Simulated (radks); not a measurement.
Question: All-electron atom: Ni19+ in [He] 2s2 2p5. All-electron calculation, scalar-relativistic Kohn-Sham, LDA (Slater exchange, Perdew-Wang correlation), spin-polarised, spherical densities, finite nucleus; open shells are filled with parallel spins first; Fermi nuclear charge, rms radius 3.7757 fm. Program: a radial shooting solver on a logarithmic mesh with Libxc functionals. Some entries of the table are withheld. Estimate them.

orbital,occ.,eigenvalue (eV),<r^2> (bohr^2),<1/r> (bohr^-1)
1s up,1,-9024.287,0.003936,28.07
1s down,1,-9019.013,0.003932,28.08
2s up,1,-1726.423,0.06632,6.266
2s down,1,-1718.999,0.06655,6.252
2p up,3,-1605.961,0.05205,6.151
2p down,2,-1597.098,0.05232,6.139
3s up,0,-673.8805,0.3858,2.525
3s down,0,-672.1632,0.3875,2.519
3p up,0,(1),(2),2.464
3p down,0,(3),(4),2.458
3d up,0,(5),0.2921,2.340
3d down,0,(6),0.2946,2.329

Answer: 
(1) 3p up eigenvalue (eV): -636.8826
(2) 3p up <r^2> (bohr^2): 0.3684
(3) 3p down eigenvalue (eV): -634.9233
(4) 3p down <r^2> (bohr^2): 0.3705
(5) 3d up eigenvalue (eV): -589.5987
(6) 3d down eigenvalue (eV): -587.2814
